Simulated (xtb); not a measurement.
GaFBr2, SMILES [F][Ga]([Br])[Br]. All values are semi-empirical tight-binding results from xtb (GFN2-xTB unless named), good for trends rather than for accurate numbers. Geometry: GFN2-xTB. The structure was generated by enumeration; whether it is a known compound was not checked.

For metal compounds this method's bond lengths and energies can be far off.

Computed properties:
```
Property                                        Value
-------------------------------------  --------------
point group as xtb finds it                       C2v
orbital gap                                   3.55 eV
zero-point energy                        1.9 kcal/mol
G − E(el) at 298.15 K (modified RRHO)  -19.0 kcal/mol
```
